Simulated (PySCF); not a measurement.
Cl₂GeH₄OSi. Atoms are numbered in the order given.

```xyz
9

O      0.7859     1.9517     0.0000
Si     0.5273     0.3238     0.0000
Cl     1.4186    -0.5342    -1.6517
Cl     1.4186    -0.5342     1.6517
Ge    -1.7747    -0.1126     0.0000
H      1.6954     2.2726     0.0000
H     -2.4171     0.4896     1.2556
H     -1.9739    -1.6333     0.0000
H     -2.4171     0.4896    -1.2556
```
Charge 0, spin multiplicity 1.

Geometry optimised at ωB97X-D3(BJ)/def2-SVP. The structure was generated by enumeration, and PubChem lists no compound with its InChIKey, so it may never have been made. One conformer was computed; it need not be the lowest.

Method: KT2/pcSseg-1 (PySCF).

GIAO shieldings, no solvent; atoms alike by connectivity are averaged. δ = σ(ref) − σ: ¹⁷O against H2O (σ = 330.4 ppm); ²⁹Si against TMS (σ = 361.9 ppm); ³⁵Cl against HCl (σ = 945.4 ppm); ⁷³Ge against GeH4 (σ = 1669.3 ppm); ¹H against TMS (σ = 31.47 ppm), references at their B3LYP-D3(BJ)/def2-TZVP geometries, non-relativistic (without spin–orbit terms, shifts of atoms bonded to Cl or Br come out too high).

Q: Estimate the chemical shifts. (Estimate from the structure and the level; the computed values follow.)

A: 
```json
[
 {"nucleus": "¹⁷O", "atoms": "O1", "count": "1", "δ (ppm)": "112.4"},
 {"nucleus": "²⁹Si", "atoms": "Si2", "count": "1", "δ (ppm)": "20.9"},
 {"nucleus": "³⁵Cl", "atoms": "Cl3, Cl4", "count": "2", "δ (ppm)": "191.2"},
 {"nucleus": "⁷³Ge", "atoms": "Ge5", "count": "1", "δ (ppm)": "2.7"},
 {"nucleus": "¹H", "atoms": "H7, H8, H9", "count": "3", "δ (ppm)": "3.91"},
 {"nucleus": "¹H", "atoms": "H6", "count": "1", "δ (ppm)": "3.16"}
]
```
